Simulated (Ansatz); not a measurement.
`S[CH2][GeH2][Cl]` + `CN[SiH2]Cl` → `C[N]([SiH2]Cl)[GeH2][Cl]` + CH₃SH  (ligand exchange at a Ge–C bond)

Isolated molecules relaxed with PBE0-D4/def2-TZVP in Ansatz; ΔE leaves out vibrations. CCSD(T)/CBS adds triple-zeta CCSD(T) − MP2 to the extrapolated MP2 energy (def2 sets, frozen cores). This one scheme is used for every species. Functionals use def2-TZVPP. For Ge outer-core shells are correlated without core-valence functions, which leaves a few kJ/mol of doubt a bond. Scalar relativity is left out up to krypton. One conformer a species, not always the lowest.

`S[CH2][GeH2][Cl]`:

Cartesian coordinates in Å:
```
S 1.896 -0.253 0.819
C 0.233 -0.851 0.450
Ge -0.945 0.562 -0.205
Cl -0.015 1.337 -1.997
H 2.117 0.345 -0.364
H 0.255 -1.686 -0.251
H -0.174 -1.218 1.396
H -2.325 0.037 -0.634
H -1.041 1.728 0.786
```

`CN[SiH2]Cl`:

```xyz
10

C    -1.133   -0.684   -0.492
N    -0.407    0.023    0.545
Si    1.223    0.476    0.415
Cl    1.605    1.966   -0.978
H    -1.606   -0.014   -1.220
H    -1.906   -1.323   -0.058
H    -0.445   -1.332   -1.039
H    -0.999    0.573    1.149
H     1.659    1.006    1.725
H     2.008   -0.690   -0.047
```

`C[N]([SiH2]Cl)[GeH2][Cl]`:

Z-matrix (Å, degrees):
```
C
N 1 1.462
H 1 1.094 2 110.9
H 1 1.093 2 110.3 3 118.6
H 1 1.095 2 112.1 3 -121.5
Si 2 1.705 1 119.8 3 -136.7
Ge 2 1.828 1 116.6 3 50.0
Cl 6 2.067 2 112.8 1 -74.8
H 6 1.480 2 109.9 1 42.4
H 6 1.478 2 108.4 1 166.9
Cl 7 2.161 2 107.6 1 -68.4
H 7 1.528 2 109.3 1 174.1
H 7 1.533 2 110.5 1 46.1
```

CH₃SH:

Cartesian coordinates in Å:
```
C -0.304 -0.334 0.193
S 0.396 1.318 -0.016
H -0.751 -0.699 -0.732
H -1.089 -0.239 0.943
H 0.440 -1.041 0.557
H 1.308 0.995 -0.945
```

Q: Is it downhill or uphill in electronic energy at CCSD(T)/CBS, and by how much? (An estimate is asked.)

A: Computed: Downhill: ΔE = -28.9 kJ/mol.

Q: What do these levels give: ωB97X-V, MP2/def2-TZVPP, SCS-MP2/def2-TZVPP, CCSD/def2-TZVPP, CCSD(T)/def2-TZVPP, SCS-MP2/def2-QZVPP? (Best estimate.)

A: Computed: ωB97X-V -28.9, MP2/def2-TZVPP -33.1, SCS-MP2/def2-TZVPP -34.4, CCSD/def2-TZVPP -32.0, CCSD(T)/def2-TZVPP -32.6, SCS-MP2/def2-QZVPP -32.4 kJ/mol.

Largest T1 diagnostic among the species: 0.011.

The D4 term adds −5.4 kJ/mol with B3LYP and −3.4 kJ/mol with PBE0; it sums over pairs of atoms, weighted by their polarisabilities, and B3LYP, whose exchange is more repulsive, gets the larger term.

B3LYP here is the variant with VWN-RPA as its local correlation; programs differ in this.
